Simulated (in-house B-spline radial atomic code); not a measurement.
Configurations of Si6+, with energies counted from [He] 2s2 (2p1/2)2 (2p3/2)2. All numbers are computed (Dirac-Hartree-Fock, average of each configuration as written; Fermi nucleus of rms radius 3.1224 fm) with a radial B-spline atomic code at the basis-set limit, not measured. Energies include first-order Breit, QED and recoil terms.

Occupations are held fixed; configurations that lie above the ionisation limit could autoionise.

| configuration | E - E(ref) (eV) | highest orbital | its <r> (bohr) |
| --- | --- | --- | --- |
| [He] 2s1 (2p1/2)1 (2p3/2)4 | 48.565 | 2p3/2 | 0.4887 |
| [He] 2s2 (2p1/2)2 (2p3/2)1 5s1 | 219.3 | 5s1/2 | 4.488 |
| [He] 2s2 (2p3/2)3 (5g7/2)1 | 226.05 | 5g7/2 | 3.928 |
| [He] 2s1 (2p1/2)2 (2p3/2)2 (6g9/2)1 | 274.96 | 6g9/2 | 6.285 |
| [He] 2s1 (2p3/2)4 (6f7/2)1 | 278.07 | 6f7/2 | 6.837 |

Order these further configurations by energy, lowest first.
A. [He] 2s2 (2p1/2)2 (2p3/2)1 (3d3/2)1
B. [He] 2s1 (2p1/2)1 (2p3/2)3 (3d5/2)1
C. [He] 2s2 (2p1/2)1 (2p3/2)3
D. [He] 2s2 (2p3/2)3 4s1
E. [He] 2s2 (2p3/2)4

C (-0.12022 eV), E (2.9892 eV), A (173.15 eV), D (200.3 eV), B (215.74 eV).

How far above the reference does [He] 2s2 (2p1/2)1 (2p3/2)2 (4f7/2)1 lie?

208.54 eV; its least bound orbital is 4f7/2 with <r> = 2.562 bohr.

Is the reference the lowest configuration at this level of theory?

No: [He] 2s2 (2p1/2)1 (2p3/2)3 lies 0.1202 eV lower. Averages of configurations without correlation can order differently from the measured ground levels.
